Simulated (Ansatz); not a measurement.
Wavefunction ladder for CH$_{5}$ClO$_{2}$Si$_{2}$ (`Cl[SiH]1CO[SiH2]O1`)

Z-matrix (Å, degrees):
```
Si
C 1 1.900
O 1 1.642 2 98.8
Cl 1 2.047 2 111.8 3 117.0
Si 1 2.766 2 65.8 3 3.3
H 1 1.476 2 116.9 3 -119.3
O 2 1.431 1 106.6 3 -7.7
H 2 1.093 1 112.3 3 -127.0
H 2 1.096 1 111.9 3 111.8
H 5 1.480 1 121.9 2 106.3
H 5 1.481 1 123.0 2 -99.1
```

The species carries charge 0 and has multiplicity 1. The structure was optimised at the PBE0-D4/def2-TZVP level. Frozen core, restricted reference, the Gaussian-basis code of Ansatz. CBS rows extrapolate triple and quadruple zeta; past MP2 they add the triple-zeta difference.

```csv
basis,HF (Eh),MP2 corr.,CCSD corr.,(T),CCSD(T) total
def2-TZVPP,-1228.18225,-1.05138,-1.09887,-0.04366,-1229.32478
def2-QZVPP,-1228.22314,-1.13899,–,–,–
CBS(def2),-1228.22877,-1.20388,-1.25137,as TZ,-1229.52380
```
